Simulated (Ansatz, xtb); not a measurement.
Molecule: C2HCl2F3, net charge 0, singlet state. SMILES: FC(F)(F)C(Cl)Cl
Structure (B3LYP-D3(BJ)/def2-TZVP (Ansatz, a program for electronic structure) minimum search):
```xyz
8

F     -1.4915     1.0410    -0.9202
C     -0.9883    -0.0126    -0.2593
F     -1.4896    -1.1223    -0.8226
F     -1.4050     0.0442     1.0056
C      0.5437    -0.0165    -0.3771
Cl     1.2172    -1.4535     0.4159
Cl     1.2146     1.4872     0.2831
H      0.8028    -0.0639    -1.4299
```

Harmonic wavenumbers from GFN2-xTB (xtb, at its own minimum), cm⁻¹: 47, 138, 175, 226, 323, 349, 467, 491, 597, 723, 727, 833, 1054, 1077, 1120, 1156, 1187, 2941.

Q: Give the harmonic wavenumbers at B3LYP-D3(BJ)/def2-TZVP (Ansatz, finite differences of forces, unscaled).

A: 71, 185, 211, 260, 349, 374, 520, 550, 667, 760, 807, 866, 1137, 1173, 1233, 1265, 1327, 3144 cm⁻¹. Zero-point energy 21.3 kcal/mol.

Q: From these and the geometry, give the ideal-gas thermochemistry at 298.15 K and 1 atm (rigid rotor, harmonic oscillator).

A: Point group Cs, rotational symmetry number 1. Rotational constants 2.058, 1.662, 1.111 GHz. S(trans) 40.98, S(rot) 28.83, S(vib) 14.65, S(elec, spin only) 0.00, S 84.5 cal/(mol K). H(298) - H(0) 4.83 kcal/mol; G - E(el) 0.9 kcal/mol. Tabulated S at 1 bar: 84.3 cal/(mol K) (CRC Handbook, as tabulated in the package chemicals); it can hold hindered rotation or other conformers, which this model lacks.
